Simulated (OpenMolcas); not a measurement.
A calculation on Kr²⁺.

```json
{
 "Program": "OpenMolcas 26.06",
 "Method": "XMS-CASPT2, IPEA 0.25 Eh, imaginary shift 0.1 Eh (closed shells correlated: 3d 4s)",
 "Basis": "ANO-RCC-VTZP [6s5p3d1f]",
 "Scalar Hamiltonian": "DKH2, point nucleus",
 "Active space": "4 electrons in 3 orbitals (4p)",
 "State averaging": "2S+1 = 3 even, 3 roots; 2S+1 = 1 even, 6 roots",
 "Spin-orbit coupling": "state interaction with AMFI integrals over the reference wave functions, term energies averaged over their components"
}
```

Which level of the active space comes out lowest?

4s2 4p4 3P2, with 97 % of that term; it is also the measured ground level.

How high does 4s2 4p4 3P1 lie?

4140 cm-1 above the lowest level; measured 4548 cm-1 above the ground level, so the calculation is off by -9 %.

How high does 4s2 4p4 1S0 lie?

34300 cm-1 above the lowest level; measured 33080 cm-1 above the ground level, so the calculation is off by +4 %.

How high does 4s2 4p4 1D2 lie?

14940 cm-1 above the lowest level; measured 14644 cm-1 above the ground level, so the calculation is off by +2 %.

The level at 0.0 cm-1 has J = 2. What is it made of, and what is its g factor?

97 % 4s2 4p4 3P2, 3 % 4s2 4p4 1D; g = 1.486, against 1.501 from Landé's formula for the pure leading term.

Measured values: Saloman, J. Phys. Chem. Ref. Data 36, 215 (2007).

CASPT2 does not keep the components of a term degenerate, so their means are used; among the terms shown or strongly mixed into the levels shown the widest spread is 690 cm-1 (4s2 4p4 1D). With the s shell closed, the reference lacks s² → p² mixing. Measured partners are found by configuration, term and J. A level has none where our copy of the source lacks it or the pairing is in doubt (some pairs that miss far off the trend of their configuration count as doubtful), and it then counts in no deviation. Only configurations of the active space appear.
